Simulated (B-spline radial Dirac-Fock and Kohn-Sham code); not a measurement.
## Binding energies of Ga¹⁰⁺ at several levels of theory

System: the Ga¹⁰⁺ ion, configuration [Ar] 3d3.

The density-functional columns are spherical, spin-unpolarised Dirac-Kohn-Sham results without Breit or QED terms: −ε is minus the orbital energy of the initial state and ΔSCF the difference of two total energies. The reference in the last column comes from Dirac-Fock energy differences between relaxed states, corrected for Breit and QED terms. All numbers are from an atomic code on a B-spline grid, in eV; a selection of levels is shown. For the 1s level of heavy atoms much of the gap between ΔSCF and the reference is the Breit and QED part, -20.3 eV here; for other levels the error of the functional can be larger.

```csv
level,LDA −ε,LDA ΔSCF,Dirac-Fock
1s,10480.9,10683.7,10665.9
2s,1538.0,1580.5,1607.4
2p1/2,1394.7,1444.4,1445.8
2p3/2,1367.1,1415.9,1418.6
3s,391.6,409.5,420.2
3p1/2,344.3,362.2,363.2
3p3/2,339.8,357.5,358.6
3d,260.6,279.1,277.5
```

Values without a named source are computed, but for edge energies of neutral atoms, which are taken from tables.
